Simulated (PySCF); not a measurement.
## Working out the ionisation energy of Se¹⁰⁺

Se¹⁰⁺ [Ar] 3d6 (5D) → Se¹¹⁺ [Ar] 3d5 (6S). Calculation: PySCF 2.14, in an uncontracted even-tempered set (20 s from 0.59 bohr⁻², ratio 2.5; 13 p from 0.76 bohr⁻², ratio 2.5; 9 d from 0.76 bohr⁻², ratio 2.5; 4 f from 4.1 bohr⁻², ratio 2.7; 4 g from 6.1 bohr⁻², ratio 2.7); scalar relativity by spin-free X2C-1e. Frozen: [Ne]; the 40 highest virtual orbitals dropped. Energies in hartree (1 hartree = 27.21139 eV):

| part | Se¹⁰⁺ (lower) | Se¹¹⁺ (upper) |
| --- | --- | --- |
| UHF | -2389.169050 | -2378.474462 |
| MP2 opposite-spin | -0.358172 | -0.308710 |
| MP2 same-spin | -0.174596 | -0.166970 |

Problem. What does Hartree-Fock give?

Solution. (-2378.474462) − (-2389.169050) = 10.694588 hartree = 291.015 eV.

Problem. What do MP2 and SCS-MP2 (6/5 opposite-spin, 1/3 same-spin) give?

Solution. The opposite-spin parts differ by 1.346 eV and the same-spin parts by 0.208 eV. MP2: 291.015 + (1.346) + (0.208) = 292.569 eV. SCS-MP2: 291.015 + 1.2 × (1.346) + (0.208)/3 = 292.700 eV.

A first-order spin-orbit estimate adds 0.419 eV to MP2 (outer shells), giving 292.988 eV against 291 ± 2.4 eV (theoretical estimate listed by NIST; NIST Atomic Spectra Database, ionization energies).

What remains against the reference includes basis incompleteness, the frozen core and correlation beyond second order.
